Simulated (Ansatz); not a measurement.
Reaction (atomization): `C[Te][SiH](O)F` → C• + F• + 5 H• + O• + Si• + Te•

Isolated molecules relaxed with PBE0-D4/def2-TZVP in Ansatz; ΔE leaves out vibrations. CBS: MP2 limit from def2 TZ/QZ plus the TZ coupled-cluster correction, frozen cores. This one scheme is used for every species, atoms too. DFT in def2-TZVPP. B3LYP here is the variant with VWN-RPA as its local correlation; programs differ in this. No spin–orbit coupling; open shells (•) take unrestricted orbitals. Spin–orbit coupling would lower the free atoms: a little for C, F, O, Si; strongly for Te. def2 core potentials past Kr. Bonds to Te are less sure, by a few kJ/mol each and by 10 to 20 or more in all where they break to atoms, as the def2 sets lack core-valence functions. One conformer a species, not always the lowest.

| level | ΔE (kcal/mol) |
| --- | --- |
| B3LYP-D4 | 859.3 |
| r2SCAN | 862.3 |

Problem. What does CCSD(T)/CBS give? (Best estimate.)

Solution. Ansatz gave: +870.8 kcal/mol. The listed levels differ from it by -11.5, -8.5 kcal/mol.

Largest T1 diagnostic among the species: 0.012.

In def2-TZVPP, CCSD(T) changes the Hartree–Fock value by +220.5 kcal/mol (the triples alone add +13.9 kcal/mol) and MP2 by +239.2 kcal/mol; breaking electron pairs costs correlation energy, which Hartree–Fock lacks. The D4 term adds +9.7 kcal/mol with B3LYP and +5.1 kcal/mol with PBE0; it sums over pairs of atoms, weighted by their polarisabilities, and B3LYP, whose exchange is more repulsive, gets the larger term.

For atomizations the MP2-based limit and the directly extrapolated one differ by several kJ/mol either way, and by 10 to 25 for some Ge, Se and Sn compounds, so smaller differences from it don't rank the levels.
